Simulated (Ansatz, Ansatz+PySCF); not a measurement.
```csv
atom,x (Å),y (Å),z (Å)
N,0.0000,0.0000,0.1216
H,0.8423,0.0000,-0.2432
H,-0.4679,0.8105,-0.2837
H,-0.4679,-0.8105,-0.2837
```

Basis set: 6-31G (spherical functions). Correlated methods keep 1 orbital frozen. Charge 0, multiplicity 1.

Computed with Ansatz (development build ahead of 0.2.0); each method stands on the lowest determinant of its kind that the runs found. Restricted open shells among the atoms or ions are ROHF, correlated in semicanonical orbitals with singles. Restricted functionals stand beside restricted open-shell atoms, which can lie above the unrestricted atoms usual in DFT and then raise those values.

Q: Give the atomization energy at this shape (free ground-state atoms in the same class of orbitals less the molecule, no zero-point energy) of singlet NH₃ by PBE0 (unrestricted), PBE0 (restricted), RHF-CCSD(T), RHF-MP2, UHF-MP2, RHF, UHF.

A:

```
             method  atomization energy
PBE0 (unrestricted)            11.54 eV
  PBE0 (restricted)            11.57 eV
        RHF-CCSD(T)             9.92 eV
            RHF-MP2             9.76 eV
            UHF-MP2             9.74 eV
                RHF             7.46 eV
                UHF             7.38 eV
```

Caution: the shape is not the minimum.

This basis has no polarisation functions and is too small for such energies, which can lie far from measured ones in either direction.
